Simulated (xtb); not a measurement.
CH9AlO2Si2, triplet, at the geometry of the source list (GFN-xTB shapes and energies of metal compounds can be far from the true ones) (a higher spin typed on purpose: for a closed-shell molecule this is an excited state); GFN2-xTB with ALPB(water) run with xtb.

The xtb input:
```
$ xtb mol.xyz --gfn 2 --chrg 0 --uhf 2 --alpb water --json

# file mol.xyz
15

Al     0.23320000     0.34140000     0.33050000
C      1.06240000     1.71050000     1.50460000
H      1.71880000     1.27540000     2.25640000
H      0.28880000     2.28290000     2.01720000
H      1.64360000     2.42470000     0.92000000
O     -0.89230000     0.82120000    -0.81940000
Si    -1.96860000     1.22190000    -1.97150000
H     -3.29470000     0.88970000    -1.44550000
H     -1.65000000     0.45990000    -3.18450000
H     -1.81570000     2.66310000    -2.18920000
O      0.60780000    -1.29360000     0.44710000
Si     0.94690000    -2.88110000     0.51610000
H     -0.28510000    -3.57150000     0.90400000
H      1.99350000    -3.05390000     1.52560000
H      1.41140000    -3.29080000    -0.81140000
```

What the program printed (banner, timings and long lists left out):

```
   ID    Z sym.   atoms
    1   13 Al     1
    2    6 C      2
    3    1 H      3-5, 8-10, 13-15
    4    8 O      6, 11
    5   14 Si     7, 12

           -------------------------------------------------
          |                Calculation Setup                |
           -------------------------------------------------

           -------------------------------------------------
          |                 G F N 2 - x T B                 |
           -------------------------------------------------

      * Solvation model:               ALPB
        Solvent                        water
        Parameter file                 internal GFN2-xTB/ALPB
        Dielectric constant                8.0200E+01
        Reference state                gsolv [1 M gas/solution]
        Free energy shift                  1.0808E-03 Eh       6.7819E-01 kcal/mol
        Temperature                        2.9815E+02 K
        Density                            1.0000E+00 kg/L
        Solvent mass                       1.8000E+01 g/mol
        Interaction kernel             P16
        Born radius scaling (c1)           1.4744E+00
        Born radii integrator          GBOBC
        Born offset                        0.0000E+00 a0       0.0000E+00 AA
        H-bond correction              true
        Ion screening                  false
        Surface tension                    1.0000E-05 Eh       1.5569E+01 dyn/cm
        Grid points                               230 per atom

          ...................................................
          :                      SETUP                      :
          :.................................................:
          :  # basis functions                  51          :
          :  # atomic orbitals                  48          :
          :  # shells                           24          :
          :  # electrons                        36          :
          :  max. iterations                   250          :
          :  Hamiltonian                  GFN2-xTB          :
          :  restarted?                      false          :
          :  GBSA solvation                   true          :
          :  PC potential                    false          :
          :  electronic temp.          300.0000000     K    :
          :  accuracy                    1.0000000          :
          :  -> integral cutoff          0.2500000E+02      :
          :  -> integral neglect         0.1000000E-07      :
[...]
         :: total energy             -19.456304843689 Eh    ::
[...]

 Mol. C6AA /au·bohr⁶  :       3740.800643
 Mol. C8AA /au·bohr⁸  :     152972.962686
 Mol. α(0) /au        :        106.487543

Wiberg/Mayer (AO) data.
largest (>0.10) Wiberg bond orders for each atom

 ---------------------------------------------------------------------------
     #   Z sym  total        # sym  WBO       # sym  WBO       # sym  WBO
 ---------------------------------------------------------------------------
     1  13 Al   3.159 --     6 O    1.059    11 O    1.055     2 C    0.595
                            12 Si   0.147     7 Si   0.142
     2   6 C    3.447 --     3 H    0.942     4 H    0.930     5 H    0.929
                             1 Al   0.595
     3   1 H    0.984 --     2 C    0.942
     4   1 H    0.984 --     2 C    0.930
     5   1 H    0.984 --     2 C    0.929
     6   8 O    2.298 --     7 Si   1.130     1 Al   1.059
     7  14 Si   3.837 --     6 O    1.130     8 H    0.867     9 H    0.847
                            10 H    0.831     1 Al   0.142
     8   1 H    0.964 --     7 Si   0.867
     9   1 H    0.938 --     7 Si   0.847
    10   1 H    0.914 --     7 Si   0.831
    11   8 O    2.302 --    12 Si   1.136     1 Al   1.055
    12  14 Si   3.843 --    11 O    1.136    13 H    0.856    15 H    0.854
                            14 H    0.828     1 Al   0.147
    13   1 H    0.951 --    12 Si   0.856
    14   1 H    0.913 --    12 Si   0.828
    15   1 H    0.949 --    12 Si   0.854
 ---------------------------------------------------------------------------

Topologies differ in total number of bonds
Writing topology from bond orders to xtbtopo.mol

molecular dipole:
                 x           y           z       tot (Debye)
 q only:        0.410       0.601       0.468
   full:        0.533       0.785       0.627       2.891
molecular quadrupole (traceless):
                xx          xy          yy          xz          yz          zz
 q only:       -2.173      -0.030       2.523       3.719       1.180      -0.350
  q+dip:       -1.936       2.704       1.268       2.485       3.615       0.668
   full:       -2.652       1.756       2.542       4.447       3.285       0.110

           -------------------------------------------------
          | TOTAL ENERGY              -19.456304843689 Eh   |
          | GRADIENT NORM               0.072067697571 Eh/α |
          | HOMO-LUMO GAP               1.701717360271 eV   |
           -------------------------------------------------

normal termination of xtb
```
